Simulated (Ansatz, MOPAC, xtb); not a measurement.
**C2H5FOSi (SMILES FC1CO[SiH2]1): methods side by side**

C2H5FOSi, singlet, SMILES `FC1CO[SiH2]1`. Each level relaxes the structure for itself.

Each level gives the zero-point energy at each level's own minimum (kJ/mol). The values are calculated.

```json
{"level": "AM1", "kind": "semi-empirical", "program": "MOPAC", "value (kJ/mol)": "181.5"}
{"level": "MNDO", "kind": "semi-empirical", "program": "MOPAC", "value (kJ/mol)": "194.8"}
{"level": "PM6-D3H4", "kind": "semi-empirical", "program": "MOPAC", "value (kJ/mol)": "167.4"}
{"level": "GFN1-xTB", "kind": "semi-empirical", "program": "xtb", "value (kJ/mol)": "173.4"}
{"level": "HF/STO-3G", "kind": "Hartree–Fock", "program": "Ansatz", "value (kJ/mol)": "217.9"}
{"level": "HF/3-21G", "kind": "Hartree–Fock", "program": "Ansatz", "value (kJ/mol)": "193.2"}
{"level": "HF/6-31G* (Cartesian functions)", "kind": "Hartree–Fock", "program": "Ansatz", "value (kJ/mol)": "196.0"}
{"level": "PBE0-D4/def2-TZVP", "kind": "global hybrid", "program": "Ansatz", "value (kJ/mol)": "180.7"}
{"level": "B3LYP/6-31G* (Cartesian functions)", "kind": "global hybrid", "program": "Ansatz", "value (kJ/mol)": "181.2"}
{"level": "MP2/6-31G* (Cartesian functions)", "kind": "perturbation theory", "program": "Ansatz", "value (kJ/mol)": "185.3"}
```

Harmonic and unscaled. The values span 167.4 to 217.9 kJ/mol. Without the sets that lack polarisation functions the rows with a basis span only 180.7 to 196.0 kJ/mol.
